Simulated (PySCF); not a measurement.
# What a mistake does to a calculation on BH3OSi

These are calculations, not measurements. They come from PySCF 2.14.0, an open-source quantum chemistry program, on an isolated molecule that a program drew, which may never have been made. The molecule is BH3OSi (charge 0, singlet), drawn as the SMILES string `B[SiH]=O`.

Each row is a Hartree-Fock (HF) and frozen-core CCSD(T) single point in the cc-pV(D+d)Z basis, meant for a local HF minimum. Run 1 is clean. Each other run has one planted mistake out of seven kinds, and not every kind appears here: one electron removed, one electron added, multiplicity raised by two, geometry at a saddle point, minimal basis STO-3G, one bond length entered in bohr, all coordinates scaled. The reference is restricted for singlets and unrestricted otherwise, and also for a bond in bohr. Adding or removing an electron swaps singlet and doublet. Electrons count all cores. HOMO and LUMO are orbital energies over both spins, the gradient is its largest component, and the lowest frequency (negative if imaginary) is given only where the gradient is small. Bond lengths are over the 5 bonds as drawn. T1 is the CCSD diagnostic: over 0.02 (restricted) or 0.045 (unrestricted) a single reference is doubtful.

Geometry of the clean run:
```xyz
6
BH3OSi, angstrom
B    -0.4071   -0.8695   -0.7392
Si    1.3953    0.0348   -0.9219
O     2.4392   -0.3792   -1.9202
H    -0.5563   -1.7926    0.0082
H    -1.3486   -0.4931   -1.3753
H     1.5969    1.1556    0.0292
```

```
run  electrons  basis functions  <S^2>  HOMO (eV)  LUMO (eV)  gradient (hartree/bohr)  lowest frequency (cm^-1)  mean bond (Å)  longest bond (Å)      T1  HF (hartree)  CCSD(T) (hartree)               mistake
  1         30               66  0.000     -11.08       0.65                  3.1e-05                       165         1.4810             2.025  0.0227    -390.18345         -390.58507              no fault
  2         29               66  0.767     -18.58      -6.38                  9.0e-02                         -         1.4810             2.025  0.0465    -389.87078         -390.22114  one electron removed
  3         31               66  0.761      -1.22       7.19                  5.5e-02                         -         1.4810             2.025  0.0206    -390.19167         -390.60916                     ?
  4         30               66  0.000     -11.14      -0.24                  2.0e-06                      -150         1.4844             2.046  0.0239    -390.18026         -390.58353                     ?
```

**Which mistake was planted in run 3, and what did it cost?**

It counts 31 electrons, one more than the clean run, at the same geometry and basis. So the mistake is: one electron added. Subtracting run 1 and multiplying by 627.51 kcal/mol a hartree, the energy moved by -5.2 kcal/mol in HF and -15.1 kcal/mol in CCSD(T).

**Which mistake was planted in run 4, and what did it cost?**

The gradient is small, so the point is stationary, but the lowest frequency is imaginary (-150 cm^-1). So the mistake is: geometry at a saddle point. Subtracting run 1 and multiplying by 627.51 kcal/mol a hartree, the energy moved by 2.0 kcal/mol in HF and 1.0 kcal/mol in CCSD(T).

Cautions from the logs. Run 1: T1 is over the limit, so its CCSD(T) energy is less reliable; run 2: T1 is over the limit, so its CCSD(T) energy is less reliable; run 4: T1 is over the limit, so its CCSD(T) energy is less reliable.
